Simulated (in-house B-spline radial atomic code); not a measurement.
Inner levels of samarium as electrons are removed. A shift is the extra binding of the orbital against the neutral atom ([Xe] 4f6 6s2). Computed with a radial B-spline atomic code at the basis-set limit: non-relativistic Hartree-Fock, average of the configuration, point nuclei.

This level leaves out relativity, spin-orbit splitting included, which matters for heavy ions.

```
  ion  configuration  shift of 3p (eV)  shift of 3s (eV)  shift of 3d (eV)  radius of 3p (bohr)  radius of 3s (bohr)  radius of 3d (bohr)  Σ<r²> (bohr²)  change of density at nucleus (bohr⁻³)
Sm34+      [Ar] 3d10           1240.57           1235.53           1255.57              0.25384              0.26428              0.22491         1.2778                                -641.47
Sm35+       [Ar] 3d9           1330.96           1324.95           1355.19              0.25204              0.26266              0.22269         1.1992                                -566.42
Sm36+       [Ar] 3d8           1422.58            1415.5           1456.34              0.25026              0.26104              0.22052         1.1235                                -489.36
Sm37+       [Ar] 3d7           1515.42           1507.18           1559.02               0.2485              0.25944               0.2184         1.0507                                -410.29
Sm38+       [Ar] 3d6           1609.47           1599.97           1663.21              0.24677              0.25786              0.21633        0.98054                                 -329.2
Sm39+       [Ar] 3d5           1704.73           1693.87           1768.92              0.24504              0.25628              0.21431        0.91292                                 -246.1
Sm40+       [Ar] 3d4            1801.2           1788.88           1876.13              0.24334              0.25472              0.21232        0.84772                                -160.98
Sm41+       [Ar] 3d3           1898.87           1884.99           1984.86              0.24166              0.25317              0.21038        0.78483                                -73.829
Sm42+       [Ar] 3d2           1997.75           1982.21           2095.08                 0.24              0.25164              0.20848        0.72414                                 15.346
```
